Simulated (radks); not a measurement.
The nuclear charge of the tellurium ion Te2+ is varied continuously with 50 electrons held in [Kr] 4d10 5s2 5p2. Method: scalar-relativistic Kohn-Sham, BLYP, spin-polarised, spherical densities, finite nucleus; open shells are filled with parallel spins first (spin-orbit coupling, left out, can overturn this in heavy ions); Fermi nuclear charge, rms radius 4.7423 fm; computed with a radial shooting solver on a logarithmic mesh with Libxc functionals. By the Hellmann-Feynman theorem dE/dZ = E(electron-nucleus)/Z, the electronic potential at the nucleus (averaged over a nucleus of fixed radius). The scalar-relativistic energy here is not variational (the density holds large components alone), so the two differ by a part that grows with Z.

Z,E (hartree),E(electron-nucleus)/Z (hartree),HOMO,e(HOMO) (eV),<r> HOMO (bohr)
51,-6481.62739,-307.058,5p,-12.371,2.657
51.25,-6558.92215,-309.132,5p,-14.813,2.563
51.5,-6636.74042,-311.207,5p,-17.371,2.479
51.75,-6715.08247,-313.283,5p,-20.039,2.403
52,-6793.94862,-315.360,5p,-22.813,2.335
52.25,-6873.33926,-317.438,5p,-25.691,2.271
52.5,-6953.25479,-319.518,5p,-28.669,2.213
52.75,-7033.69566,-321.599,5p,-31.745,2.159
53,-7114.66235,-323.682,5p,-34.917,2.109

The central difference of E at Z = 52 is -316.514 hartree, to compare with the third column; the second derivative is -8.39 hartree.
